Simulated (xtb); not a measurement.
B(F)2(OEt) (C₂H₅BF₂O), SMILES FB(OCC)F. All values are semi-empirical tight-binding results from xtb (GFN2-xTB unless named), good for trends rather than for accurate numbers. Coordinates come from a GFN2-xTB optimisation. One conformer was computed; it need not be the lowest.

Estimate the properties. (An estimate is asked for; the answer gives what the named calculation found.)


The orbital gap is 7.47 eV and the dipole moment comes out as 3.38 D. The zero-point energy is 49.2 kcal/mol. The G − E(el) at 298.15 K (modified RRHO) is 29.6 kcal/mol. The static polarisability (D4 model) comes out as 48.5 bohr³ and the solvation energy, GFN2-xTB/ALPB(water) comes out as -2.7 kcal/mol. The solvation energy, GFN2-xTB/ALPB(hexane) is -3.5 kcal/mol.

Computed IR lines (harmonic; lines under 4 % of the strongest left out, lines within 3 cm⁻¹ merged):
ν (cm⁻¹): 546 (m), 1082 (w), 1107 (w), 1273 (s), 1323 (w), 1396 (w), 1432 (vs), 1465 (w), 2936 (w), 3053 (w) (against the strongest line: vs over 80 %, s over 45 %, m over 15 %, w over 4 %, vw less)
